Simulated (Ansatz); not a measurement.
Consider the silylene loss: `[OH][SbH][NH][SiH3]` → `[NH2][SbH][OH]` + `[SiH2]`.

Program: Ansatz. Geometries: PBE0-D4/def2-TZVP. ΔE: electronic, gas phase. CCSD(T)/CBS adds triple-zeta CCSD(T) − MP2 to the extrapolated MP2 energy (def2 sets, frozen cores). This one scheme is used for every species. def2 core potentials past Kr. For Sb outer-core shells are correlated without core-valence functions, which leaves a few kJ/mol of doubt a bond. Each species was taken in one conformer, which may not be the lowest.

`[OH][SbH][NH][SiH3]`:

```xyz
10

O    -1.244   -1.949   -0.433
Sb   -1.104   -0.947    1.261
N     0.530    0.164    0.865
Si    0.822    1.132   -0.536
H    -0.875   -2.832   -0.351
H    -2.162    0.234    0.623
H     1.336   -0.116    1.405
H    -0.490    1.657   -0.990
H     1.729    2.260   -0.182
H     1.456    0.396   -1.664
```

`[NH2][SbH][OH]`:

Cartesian coordinates in Å:
```
N 0.686 0.747 -0.722
Sb -0.922 -0.389 -0.321
O -0.165 -1.385 1.200
H 0.870 0.933 -1.696
H 0.861 1.564 -0.158
H -1.639 0.694 0.798
H 0.309 -2.165 0.900
```

`[SiH2]`:

```xyz
3

Si    0.657   -0.220   -0.164
H    -0.101    1.094   -0.328
H    -0.556   -0.873    0.492
```

```csv
species,MP2/def2-TZVPP energy (Eh)
`[OH][SbH][NH][SiH3]`,-662.04013
`[NH2][SbH][OH]`,-371.78409
`[SiH2]`,-290.13578
```

(1) Work out ΔE.

Largest T1 diagnostic among the species: 0.014.

Answers

(1) ΔE = (-371.78409) + (-290.13578) − (-662.04013) = 0.12026 Eh = +3.27 eV. CCSD(T)/CBS gives +3.09 eV.

In def2-TZVPP, CCSD(T) changes the Hartree–Fock value by +0.10 eV (the triples alone add +0.04 eV) and MP2 by +0.34 eV. From PBE to PBE0 (25 % exact exchange), in def2-TZVPP and without D4, ΔE moves by +0.12 eV. The D4 term adds +0.17 eV with B3LYP and +0.09 eV with PBE0; it sums over pairs of atoms, weighted by their polarisabilities, and B3LYP, whose exchange is more repulsive, gets the larger term.

B3LYP here is the variant with VWN-RPA as its local correlation; programs differ in this.
